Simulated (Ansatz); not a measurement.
Coupled-cluster diagnostics for [SiBr3]- (SiBr₃⁻), Ansatz.

Geometry of the singlet (PBE-D4/def2-SVPD):

```xyz
4

Si    0.118   -0.795   -0.346
Br    2.061    0.494    0.305
Br   -1.160   -0.592    1.700
Br   -1.019    0.892   -1.659
```

Correlated methods freeze 32 core orbitals; core or outer-core shells of Br are correlated, in sets that lack core-valence functions.

Question: Estimate the CCSD(T) correlation energy, the shares of MP2 and (T), T1 and the reference's ⟨S²⟩ for: charge -1, singlet, own geometry in def2-SVPD; and the rough time on 4 threads of Arm Neoverse V1 on a shared host.

Answer: 
```csv
state,basis,correlation (eV),MP2 share (%),(T) share (%),T1,⟨S²⟩ (pure),wall time
"charge -1, singlet, own geometry",def2-SVPD,-22.986,96.1,2.8,0.009,0.00 (0.00),14 s
```
Customary marks for T1 are 0.02 (closed shells), 0.045 (open shells) and about 0.05 (3d metals). T1 stays under 0.02 throughout.
